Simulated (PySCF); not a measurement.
Identify the compound

The spectra below were simulated for a compound C₅H₆F₂O.

¹H NMR (400 MHz, computed): δ 6.69 (m, 1H), 4.98 (m, 1H), 4.80 (m, 1H), 3.83 (s, 3H).

¹³C{¹H} NMR (computed): δ 167.7 (C), 149.9 (C), 145.6 (CH), 94.5 (CH2), 61.4 (CH3).

Gas phase, one averaged value for each set of equivalent atoms, single conformer, relativity neglected. GFN2-xTB structure; GIAO PBE0/pcSseg-1 shieldings; PySCF.

References, each an isolated molecule treated in the same way: TMS for ¹H (σ = 31.72 ppm) and ¹³C (σ = 186.93 ppm).

Task: Deduce the structure.

Result: 
Rings plus π bonds: 2 (no ring in the answer). 5 carbon signals for 5 carbons: no two carbons are equivalent. Carbon types of the structure: 2 × C, 1 × CH, 1 × CH2, 1 × CH3, which accounts for all hydrogens. δC 167.7: fully substituted alkene carbon. δC 149.9: β carbon of an enol-ether or enamine type C=C. δC 145.6: alkene carbon bearing oxygen; an sp2 carbon further deshielded by the attached heteroatom. δC 94.5: terminal =CH2 carbon. δC 61.4: methyl carbon bonded to O; the inductive effect lowers its shielding. δH 6.69: hydrogen on an alkene carbon bearing oxygen; attached to an sp2 carbon and in the plane of the double bond. δH 3.83: hydrogen on a methyl carbon bonded to O; its carbon carries O, hence the downfield position.

The compound is `InChI=1S/C5H6F2O/c1-4(6)5(7)3-8-2/h3H,1H2,2H3/b5-3+`.

This is the structure that produced the data.

Splittings by ¹⁹F in the carbon and heteronuclear signals aren't shown, as no couplings were computed. Shifts are as computed. Against solution values, carbons near 30 ppm lie about +3 ppm off and those near 130 ppm about +5 ppm. Of 1211 compounds with measured shifts, 218 miss one by over three times the rms of a fit or turn the order of signals round; such compounds aren't used in these exercises. No couplings were computed; multiplicities are counted from neighbouring protons, with m where these are inequivalent, close in shift, in a saturated or five-membered ring or joined by F or P, and br s for small geminal =CH2 splittings.
